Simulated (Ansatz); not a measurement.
C₄H₁₁B (`BCC(C)C`). Charge 0, multiplicity 1.

```xyz
16

B     1.254    0.793    1.699
C     0.875    0.642    0.206
C    -0.492    0.061   -0.143
C    -0.816    0.229   -1.620
C    -0.565   -1.404    0.264
H     2.384    1.037    2.014
H     0.423    0.738    2.564
H     0.940    1.692   -0.145
H     1.670    0.142   -0.365
H    -1.245    0.609    0.438
H    -1.803   -0.174   -1.862
H    -0.082   -0.297   -2.239
H    -0.802    1.282   -1.914
H     0.181   -1.992   -0.280
H    -1.547   -1.831    0.049
H    -0.373   -1.528    1.334
```

Question: Give the diagnostics of a CCSD(T)/def2-TZVPP run (frozen core, the Gaussian-basis code of Ansatz). (Estimate.)

Answer: The calculation gave: T1 = 0.0090, largest single amplitude 0.009, largest double 0.020, (T) share of the correlation energy 3.6 %, 9 CCSD cycles. The RHF solution is stable towards an unrestricted one. T1 lies under the customary mark of 0.02 for closed shells.
